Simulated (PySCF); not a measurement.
Ionisation of 2,4-difluoroaniline

System: 2,4-difluoroaniline, `Nc1ccc(F)cc1F` (C6H5F2N). Numbering: `[NH2:1][c:2]1[cH:3][cH:4][c:5]([F:6])[cH:7][c:8]1[F:9]` These are map numbers, not IUPAC locants.

Energies: ωB97X-D3(BJ)/ma-def2-TZVP (PySCF, density fitting, integration grid level 2) on PBE0-D3(BJ)/def2-SVP structures. ωB97X-D3(BJ) is ωB97X-V with D3(BJ) in place of VV10. Thermal corrections: PBE0-D3(BJ)/def2-SVP frequencies, unscaled, ideal gas at 298.15 K and 1 bar, quasi-RRHO entropy.

Frontier levels of the parent: HOMO -8.27 eV, LUMO 0.97 eV.

Oxidation to the radical cation:
* Vertical ionisation energy (electronic): 8.09 eV
* Adiabatic ionisation energy (with zero-point energy): 7.78 eV
* Adiabatic, electronic part: 7.76 eV
* Vertical gap at the product's structure: 7.43 eV
* Inner reorganisation energy (four-point): 664 meV
* Relaxation of product / of parent: 336 / 328 meV
* ⟨S²⟩ of the product: 0.780
* Largest spin populations: N1 0.34, C5 0.30, C8 0.19, C3 0.12
* Largest changes of atomic charge: N1 0.20, C5 0.12, F6 0.09
* Distances that move most (Å): N1–C2 1.381 → 1.327; C5–F6 1.334 → 1.297; C2–C8 1.404 → 1.440; C4–C5 1.387 → 1.417
* Potential in dichloromethane: 5.74 V absolute, 1.04 V against Fc+/Fc computed at 4.70 V (solvation -22 → -217 kJ/mol)

Solvents are IEF-PCM continua (electrostatics only, gas-phase structures); absolute potentials refer to an electron at rest in vacuum. Fc+/Fc in dichloromethane, 4.70 V, is ωB97X-D3(BJ)/ma-def2-TZVP on PBE0-D3(BJ)/def2-SVP structures with GFN2-xTB thermal terms. Benchmark calculations put it near 5.0 V in acetonitrile and DMSO, so it is about 0.3 V low, and the value against it can read up to that much too high.

Measured values (NIST Chemistry WebBook, evaluated or the median of agreeing entries): vertical ionisation energy 8.54 eV (computed 8.09, difference -0.45).

Structures, frequencies and single points took 38 min of wall time on 1 thread of Arm Neoverse V1 (shared host), launched as `OMP_NUM_THREADS=1 python redox_run.py task.json out`.
